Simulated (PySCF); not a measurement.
cis-Sn(NH3)2Cl4.
Geometry (PBE0-D3(BJ)/def2-SVP, Å), atoms numbered from 1 in this order:
```
atom  x, y, z in Å
Sn1   -0.6811    0.0186   -0.6897
N2    -0.6482   -0.0308    1.6387
H3    -1.6450    0.0536    1.8543
H4    -0.1578    0.7552    2.0656
H5    -0.3146   -0.9254    1.9991
Cl6   -0.4045    0.0643   -3.0497
N7     1.6483   -0.0100   -0.6287
H8     1.8726   -0.0944   -1.6234
H9     2.0449   -0.8117   -0.1386
H10    2.0313    0.8708   -0.2838
Cl11  -3.0448    0.0413   -0.4403
Cl12  -0.3101    2.3729   -0.2951
Cl13  -0.3604   -2.3564   -0.3862
```

Computed, not measured: TDDFT PBE0/def2-SVPD, vertical, gas phase, core orbitals frozen in the response, def2 core potentials past Kr (PySCF). Spin–orbit coupling is left out.

Transition dipole moments from the ground state, in atomic units and in the frame of the coordinates above (overall signs are arbitrary), for the states with f of 0.002 or more among the lowest 10:

| state | E (eV) | μx | μy | μz |
| --- | --- | --- | --- | --- |
| S2 | 4.706 | -0.006 | -0.417 | -0.010 |
| S4 | 5.054 | 0.285 | -0.011 | 0.283 |
| S5 | 5.098 | -0.427 | -0.009 | 0.426 |
| S6 | 5.227 | -0.273 | 0.005 | -0.276 |
| S7 | 5.350 | 0.004 | -0.428 | -0.013 |
| S9 | 5.910 | -0.311 | 0.010 | -0.314 |
| S10 | 6.289 | -0.403 | 0.000 | 0.399 |

**Question.** What oscillator strength does each state have?

**Answer.** f = (2/3) ΔE |μ|² with ΔE in hartree (27.2114 eV).

```
state  |μ|² (au)  |μ| (D)      f
   S2      0.174     1.06  0.020
   S4      0.162     1.02  0.020
   S5      0.364     1.53  0.045
   S6      0.150     0.99  0.019
   S7      0.184     1.09  0.024
   S9      0.195     1.12  0.028
  S10      0.321     1.44  0.050
```

**Question.** What angle do the transition dipoles of S4 and S5 make?

**Answer.** |cos θ| = |μa·μb| / (|μa| |μb|) = 0.01, so θ ≈ 90° (taken between 0 and 90°, since the signs are arbitrary).

**Question.** What peak molar absorption coefficient would the strongest computed level give as a lone Gaussian band 0.4 eV wide at half height?

**Answer.** ε(max) = 2.175×10⁸ f / FWHM, with the width in cm⁻¹. S10: 2.175×10⁸ × 0.0495 / 3226 ≈ 3300 L mol⁻¹ cm⁻¹.

All these states lie below the vertical ionisation energy of 10.12 eV (ΔSCF).
